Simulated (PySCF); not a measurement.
SMILES [CH2][Se][Se]C (C2H5Se2), doublet at its CAM-B3LYP/def2-SVP optimised geometry (Å):

```
9

C      2.2516    -1.3013    -1.8109
Se     1.8767    -1.1961     0.0000
Se    -0.4616    -1.1961     0.0000
C     -0.7859     0.7287     0.0000
H      3.2422    -1.6556    -2.1020
H      1.5013    -1.0342    -2.5550
H     -1.8767     0.8559     0.0504
H     -0.3241     1.1961     0.8775
H     -0.4072     1.1865    -0.9213
```

Computed with unrestricted CAM-B3LYP/def2-TZVP in PySCF. Cells within 0.4 Å of a nucleus heavier than hydrogen are left out (blank, or x).

Map of the deformation density (molecule minus spherical neutral atoms) (e/bohr³) on the plane z = 0.0 Å:

```
|111111111111111111111111111|
|111111111111111111111111111|
|111111111111111111111111111|
|111111111111111111111111111|
|111111111111111111111111111|
|111111111111111111111111111|
|111111111111111111111111111|
|111111111101111111111111111|
|111111111001111111111111111|
|111110134202211111111111111|
|1111101997xx311111111111111|
|1111101687xx100111111111111|
|111111123233211111111111111|
|111111111235311111222111111|
|111111111134210112233211111|
|111111100011000122233211111|
|11111110001xx012211xx210111|
|11111111012xx11331xxx200111|
|11111111123xx112211x1211111|
|111111111223101111233211111|
|111111111111100111222211111|
|111111111111111111122111111|
|111111111111111111111111111|
|111111111111111111111111111|
|111111111111111111111111111|
|111111111111111111111111111|
|111111111111111111111111111|
```
Scale: ten equal steps from -0.019 (start of '0') to 0.093 (end of '9'), in the order '0123456789'; x runs from -4.00 to 4.00, y from -4.00 (bottom) to 4.00 (top).
